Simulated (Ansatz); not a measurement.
Relaxation of BClH₅NO (9 atoms, charge 0, multiplicity 1), to a largest force component of 0.03 eV/Å in at most 50 steps.

All numbers below come from Ansatz 0.2.0, RHF/cc-pVDZ.

```xyz
9
Properties=species:S:1:pos:R:3:forces:R:3
B 0.038 -0.550 -0.524 -0.02 0.02 -0.11
N -0.011 -0.092 2.189 0.39 -0.81 -0.18
H -0.642 -0.318 2.941 0.00 0.01 0.00
H 0.736 0.450 2.595 -0.01 -0.02 -0.03
Cl 1.559 0.274 -0.962 -0.03 -0.02 0.02
O -1.100 -0.061 -1.027 0.03 -0.02 0.01
H -1.869 -0.533 -0.745 0.00 0.00 0.00
H 0.116 -1.552 0.115 -0.05 -0.14 -0.44
H 0.403 -0.980 1.878 -0.31 0.96 0.73
```

Problem. Where does it end, and by what steps?

Solution. The forces met the threshold. The force dipped under the threshold on the way, but the program's further checks kept it going. After 25 steps the energy has fallen by 0.227 eV; H9 moved furthest, 0.81 Å.

| step | energy less start (eV) | largest force component (eV/Å) | accepted |
| --- | --- | --- | --- |
| 0 | 0.0000 | 0.963 | yes |
| 1 | -0.1211 | 0.419 | yes |
| 2 | -0.1525 | 0.831 | yes |
| 3 | -0.1651 | 0.969 | yes |
| 4 | -0.2046 | 0.131 | yes |
| 5 | -0.1358 | 1.643 | no |
| 6 | -0.2117 | 0.113 | yes |
| 7 | -0.2182 | 0.183 | yes |
| 8 | -0.2192 | 0.286 | yes |
| 9 | -0.2229 | 0.127 | yes |
| 10 | -0.2242 | 0.056 | yes |
| 11 | -0.2247 | 0.073 | yes |
| 12 | -0.2251 | 0.035 | yes |
| 13 | -0.2252 | 0.048 | yes |
| 14 | -0.2254 | 0.034 | yes |
| 15 | -0.2257 | 0.040 | yes |
| 16 | -0.2258 | 0.069 | yes |
| 17 | -0.2261 | 0.032 | yes |
| 18 | -0.2265 | 0.010 | yes |
| 19 | -0.2263 | 0.149 | no |
| 20 | -0.2268 | 0.028 | yes |
| 21 | -0.2239 | 0.262 | no |
| 22 | -0.2270 | 0.045 | yes |
| 23 | -0.2262 | 0.118 | no |
| 24 | -0.2273 | 0.027 | yes |
| 25 | -0.2274 | 0.029 | yes |

```xyz
9
Properties=species:S:1:pos:R:3
B 0.022 -0.622 -0.548
N 0.064 -0.309 2.141
H -0.691 -0.477 2.787
H 0.275 0.676 2.197
Cl 1.629 0.137 -0.780
O -1.052 0.144 -0.795
H -1.867 -0.323 -0.685
H -0.021 -1.798 -0.368
H 0.870 -0.790 2.510
```

Whether the end is a true minimum wasn't checked by a vibrational analysis.

The run took 42 s on 1 thread of Intel(R) Xeon(R) Platinum 8488C (Sapphire Rapids), on a shared host, peak memory 0.17 GiB.
